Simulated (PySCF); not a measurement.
NICS in isomers of C6H9N3.

Probes without a nucleus sit at each ring's centroid and 1 Å off its mean plane on both sides; NICS is minus the shielding there, NICSzz its component along the normal. Level: GIAO PBE0/pcSseg-1 (PySCF, non-relativistic, gas phase) on the GFN2-xTB geometries, one conformer each. Atom numbers follow the mapped SMILES.

Question: Order these rings by mean NICS(1)zz, lowest (most negative) first (ppm).
A. ring C4–C5–N6–N7–C8–N9 in `[CH3:1][CH:2]([CH3:3])[c:4]1[cH:5][n:6][n:7][cH:8][n:9]1`
B. ring N4–C5–C6–N8–N9 in `[CH2:1]=[CH:2][CH2:3][n:4]1[cH:5][c:6]([CH3:7])[n:8][n:9]1`
C. ring C2–N3–N4–N5–C6 in `[CH3:1][c:2]1[n:3][nH:4][n:5][c:6]1[CH:7]1[CH2:8][CH2:9]1`

Answer: B (-32.2), C (-31.2), A (-26.5).

| SMILES | ring | NICS(0) | NICS(1) | NICS(1)zz | HOMA | rms pucker (Å) | ring atoms with four or more neighbours |
| --- | --- | --- | --- | --- | --- | --- | --- |
| C=CCn1cc(C)nn1 | 5-membered ring with 3 N; formal bonds all aromatic | -12.5 | -12.8 | -32.2 | 0.95 | 0.00 | 0 |
| Cc1n[nH]nc1C1CC1 | 5-membered ring with 3 N; formal bonds all aromatic | -12.7 | -12.9 | -31.2 | 0.95 | 0.00 | 0 |
| CC(C)c1cnncn1 | 6-membered ring with 3 N; formal bonds all aromatic | -3.9 | -11.0 | -26.5 | 0.98 | 0.00 | 0 |

NICS(0) gives another order. The isotropic NICS(1) gives another order. HOMA uses Krygowski's 1993 parameters. NICS(1) and NICS(1)zz are means over the two faces.
